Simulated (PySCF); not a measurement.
## Dipole moment and polarisability of `C[C@]12C[C@](B(F)F)(C1)C2`

Species: C6H9BF2.
Cartesian coordinates in Å at the PBE0-D3(BJ)/def2-SVP level; atoms count from 1:
```
atom  x, y, z in Å
C1     2.0576   -1.0822   -0.0948
C2     0.7344   -0.3806   -0.0255
C3    -0.5918   -0.9267    0.5555
C4    -0.9332    0.5110    0.0645
B5    -2.3285    1.1952    0.0956
F6    -3.3767    0.6091   -0.4567
F7    -2.5414    2.3728    0.6564
C8    -0.1097    0.1508   -1.2089
C9     0.4097    0.9503    0.6968
H10    1.9808   -2.0109   -0.6814
H11    2.4166   -1.3450    0.9124
H12    2.8174   -0.4420   -0.5695
H13   -0.6270   -1.0880    1.6454
H14   -1.0691   -1.7567    0.0103
H15   -0.5536   -0.6014   -1.8808
H16    0.3068    1.0006   -1.7740
H17    0.4598    0.9410    1.7976
H18    0.8718    1.8616    0.2840
```

Level: B3LYP/def2-SVPD (PySCF), static field, nuclei fixed, core orbitals frozen in the response. The polarisability tensor in these axes (au):

```
x   86.81 -5.58 -0.06
y   -5.58 79.42  1.58
z   -0.06  1.58 74.83
```

**Question.** What are the eigenvalues, a third of the trace, and Δα (Δα² = ½Σ(αi − αj)² over the three pairs)?

**Answer.** Principal values 74.02, 77.20 and 89.85 au; mean 80.35 au = 11.91 Å³ = 13.25 × 10⁻⁴⁰ C²·m²/J; Δα = 14.50 au (18 % of the mean).

**Question.** What is the dipole moment, and where does it point?

**Answer.** (1.90, -0.98, -0.08) D, 2.14 D in size, pointing from the negative to the positive side. Measured along this direction, the outermost atoms are F7 and F6 at the negative end and H11, H12 and H10 at the positive end.

**Question.** What would n − 1 = 2πNα be for an ideal gas of these molecules at 500 K and 1 atm, electronic part alone?

**Answer.** N = p/kT = 1.4678 × 10¹⁹ cm⁻³, so n − 1 = 2π × N × 11.91 × 10⁻²⁴ cm³ = 1098 × 10⁻⁶ at long wavelengths, for an ideal gas.

**Question.** Directions of the eigenvectors, and the extent of the frame along each?

**Answer.** Largest value along (0.88, -0.48, -0.05), where the nuclei span 6.13 Å; middle along (0.44, 0.75, 0.49), 3.71 Å; least along (-0.19, -0.46, 0.87), 4.10 Å. The strongest response lies along the longest span, while the other two are in reverse order.

**Question.** Give the eigenvalues of the traceless quadrupole moment Θ = ½Σq(3rr − r²1), origin at the centre of nuclear charge.

**Answer.** -5.46, -0.32, 5.78 D·Å. The values depend on the origin, since the dipole doesn't vanish. The electronic extent ⟨r²⟩ about the same centre is 1310 bohr², a root-mean-square distance of 2.32 Å for the 68 electrons.

Isolated species at its PBE0-D3(BJ)/def2-SVP geometry (one conformer only).
